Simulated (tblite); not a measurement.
Species: C5H3BF2O2S.
SMILES with atom numbers: `[O:1]=[CH:2][O:3][c:4]1[cH:5][cH:6][c:7]([B:8]([F:9])[F:10])[s:11]1` (hydrogens: H12 on C2; H13 on C5; H14 on C6)

Geometry (GFN2-xTB, Å), atoms numbered from 1 in this order:
```
atom  x, y, z in Å
O1    -2.2602    2.0099    0.9454
C2    -2.8748    0.9991    0.7759
O3    -2.3667   -0.1599    0.3687
C4    -1.0315   -0.2495    0.1087
C5    -0.4152   -1.3982   -0.3149
C6     0.9569   -1.2044   -0.5026
C7     1.3862    0.0761   -0.2264
B8     2.8206    0.6024   -0.3342
F9     3.1753    1.8424   -0.0560
F10    3.8184   -0.1744   -0.7231
S11    0.0554    1.0775    0.2827
H12   -3.9559    0.8766    0.9334
H13   -0.9379   -2.3221   -0.4769
H14    1.6286   -1.9759   -0.8328
```

Method: GFN2-xTB as coded in tblite; computed harmonic values from a numerical Hessian at the method's own geometry, unscaled. This tight-binding method is rough: wavenumbers can miss measured ones by several per cent, in bad cases by 10 to 20. One conformer, not necessarily the lowest.

Harmonic wavenumbers (cm⁻¹): 52.1, 80.6, 86.7, 88.7, 175.5, 222.3, 290.8, 319.6, 366.7, 394.9, 473.9, 487.5, 539.9, 577.3, 609.9, 702.5, 720.6, 789.3, 806.9, 851.8, 921.1, 968.7, 1056.3, 1106.5, 1162.7, 1173.7, 1259.8, 1279.9, 1330.9, 1360.0, 1434.1, 1528.8, 1752.9, 2875.9, 3138.7, 3153.1.

A = 2358, B = 560.6, C = 452.9 MHz; mass 175.991 u (most abundant isotopes); point group Cs, symmetry number 1.

Problem. What is the zero-point energy?

Solution. ½Σν̃ = 17070 cm⁻¹ = 48.81 kcal/mol.

Problem. Give the ideal-gas entropy at 273.15 K and 1 bar in the rigid-rotor, harmonic-oscillator model (classical rotation).

Solution. Translation 40.99, rotation 30.40, vibration 27.36: S = 98.8 cal/(mol K).

Problem. And Cp and H(273.15 K) − H(0)?

Solution. Cp = 35.69 cal/(mol K), of which vibrations give 27.74 (their classical limit is 36 R = 71.5); H(273.15 K) − H(0) = 6.10 kcal/mol without the zero-point energy, 3.93 from vibrations.

Problem. Blend soft modes into free rotors: weight 1/[1 + (100 cm⁻¹/ν̃)⁴] for the oscillator and the rest for a rotor with moment μB/(μ + B), μ = h/(8π²ν), B = 10⁻⁴⁴ kg m². What vibrational entropy results?

Solution. 25.01 cal/(mol K) in place of 27.36, which changes −T·S at 273.15 K by +0.64 kcal/mol.

Problem. What must be added to the electronic energy to get the Gibbs energy at 273.15 K and 1 bar?

Solution. ZPE + [H(273.15 K) − H(0)] − T·S = 48.81 + 6.10 − 26.98 = 27.93 kcal/mol.

Hindered rotation and anharmonicity are outside this model. Other conformers, if any are populated, would add a mixing term that is left out.
